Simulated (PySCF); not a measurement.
**Does the structure fit the spectrum?**

A compound C$_{7}$H$_{11}$ClO gives the data below (simulated from a calculation) and was assigned the structure `CC(C)[C@@H]1C[C@H]1C(=O)Cl`.

¹³C{¹H} NMR (computed): δ 187.9 (C), 53.7 (CH), 32.8 (CH2, 2C), 30.2 (CH2), 26.0 (CH2, 2C).

¹H NMR (400 MHz, computed): δ 2.89 (m, 1H), 2.43 (m, 2H), 1.78 (m, 1H), 1.56 (m, 2H), 1.56 (m, 2H), 1.43 (m, 2H), 1.14 (m, 1H).

- coordinates at the GFN2-xTB level
- PBE0/pcSseg-1 with gauge-including orbitals
- code: PySCF
- single conformer, one averaged value for each set of equivalent atoms, non-relativistic Hamiltonian, no solvent model

References, each an isolated molecule treated in the same way: TMS for ¹H, ¹³C.

Problem. Compare with the shifts computed for the proposed structure, pairing carbons in order of shift.

Solution. Atom-mapped SMILES (the numbers label the heavy atoms): `[CH3:1][CH:2]([CH3:3])[C@@H:4]1[CH2:5][C@H:6]1[C:7](=[O:8])[Cl:9]`. Hydrogens are named by the atom that carries them.

```csv
atom,computed for proposal,given list,difference
C7,184.7,187.9,-3.2
C4,42.4,53.7,-11.3
C2,38.2,32.8,+5.4
C6,33.2,32.8,+0.4
C1,24.4,30.2,-5.8
C5,24.2,26.0,-1.8
C3,23.8,26.0,-2.2
```

The rms difference is 5.5 ppm and the largest -11.3 ppm at C4 (three-membered-ring carbon). The proposal also would give 7 carbon signals, not 5. The carbon types in order of shift don't match either: C, CH, CH, CH, CH3, CH2, CH3 for the proposal against C, CH, CH2, CH2, CH2, CH2, CH2 in the data. The proposal doesn't fit.

Problem. Which isomer fits?

Solution. `ClC(=O)C1CCCCC1`.

1. Carbon types of the structure: 1 × C, 1 × CH, 5 × CH2, which accounts for all hydrogens.
2. δC 187.9: carbonyl carbon.
3. δC 53.7: sp3 CH α to a carbonyl; α to the electron-withdrawing carbonyl group.
4. δC 32.8, 30.2, 26.0: sp3 CH2 in a ring; a saturated carbon with 2 carbon neighbours and no heteroatom attached.
5. δH 2.89: hydrogen on an sp3 CH α to a carbonyl; α to C=O.

The shifts were computed for this structure.

Carbons that carry Cl, above all several Cl atoms, come out too deshielded, partly because spin–orbit coupling is missing. Shifts are as computed. Against solution values, carbons near 30 ppm lie about +3 ppm off and those near 130 ppm about +5 ppm; carbons on Cl a further +6 ppm. Of 1211 compounds with measured shifts, 218 miss one by over three times the rms of a fit or turn the order of signals round; such compounds aren't used in these exercises. Multiplicities follow the n + 1 count of equivalent neighbours, as no J values were calculated; m marks all less simple cases, F and P coupling included.
